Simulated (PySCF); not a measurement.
WBr₂ + 2 H₂O → H₂WO₂ + 2 HBr

Level: PBE0 in the def2-TZVP basis family, computed in PySCF with density fitting; scalar-relativistic core potentials for atoms from Rb on, none lighter, no spin–orbit coupling; open shells unrestricted.

| species | state and structure | E (Eh) | ZPE (kJ/mol) | H(298 K) − H(0) (kJ/mol) | S° (J/(mol K)) |
| --- | --- | --- | --- | --- | --- |
| WBr₂ | quintet, C2v, W–Br 2.414 Å (×2); Br–W–Br 143.0° | -5214.83171 | 3.4 | 14.6 | 346.2 |
| H₂O | singlet, C2v, O–H 0.960 Å (×2); H–O–H 105.1° | -76.37736 | 56.5 | 9.9 | 188.7 |
| H₂WO₂ | singlet, C2v, W–H 1.732 Å (×2), W–O 1.690 Å (×2); H–W–H 119.4°, H–W–O 107.1° (×4), O–W–O 108.9° | -218.70688 | 54.1 | 12.6 | 281.8 |
| HBr | singlet, C∞v, H–Br 1.421 Å | -2574.45811 | 16.0 | 8.7 | 198.5 |

Question: What is the electronic reaction energy?

Answer: At PBE0/def2-TZVP, ΔE = -96.3 kJ/mol from the differences of the total energies times 2625.5, downhill. Hydrolysis steps of this kind drive oxide growth by atomic layer deposition.

Question: Add zero-point, thermal and entropy terms for 298.15 K and 1 bar.

Answer: ΔZPE = -30.3 and Δ[H(298) − H(0)] = -4.4 kJ/mol give ΔH° = -131.0 kJ/mol. ΔS° = -44.8 J/(mol K), so ΔG° = -131.0 − 298.15 × (-0.0448) = -118 kJ/mol and log₁₀K = 20.6.

Spin–orbit coupling can matter for WBr₂, H₂WO₂ and is left out. Open d or f shells are single determinants, so the state found may not be the ground state. Modes under 40 cm⁻¹ make the shape and entropy of WBr₂ uncertain. The structures come from searches over a few start shapes, so lower isomers are not excluded.
